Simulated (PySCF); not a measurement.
# Worked example: oscillator strength and radiative lifetime

CH11NSi3, SMILES [SiH3][SiH2]N[SiH2]C.

Geometry: PBE0-D3(BJ)/def2-SVP. The structure was generated by enumeration, and PubChem lists no compound with its InChIKey, so it may never have been made. One conformer was computed; it need not be the lowest.

TDDFT-PBE/def2-SVPD (PySCF 2.14.0) puts the first singlet state with f over 0.02 at 5.95 eV (vertical), with the transition dipole (-0.705, -0.537, -0.293) in atomic units.

Task: Find the oscillator strength, the wavelength and the radiative lifetime that this transition would have in vacuum if emission retraced absorption.

Result: 
|μ|² = 0.8712 au, so |μ| = 2.37 D. ΔE = 5.95/27.211 = 0.2187 hartree. f = (2/3) ΔE |μ|² = 0.127 (the program prints 0.127).
λ = 1239.84/5.95 = 208 nm; ν = 47990 cm⁻¹.
Einstein's coefficient A = 0.6670 ν² f s⁻¹ (ν in cm⁻¹) = 2.0e8 s⁻¹, so τ = 1/A = 5.1 ns. This state is S4; the lower singlets have f = 0.007, 0.005, 0.009. The figure is the radiative limit of this one transition; relaxation, internal conversion, crossing to triplets and a medium change what is measured.
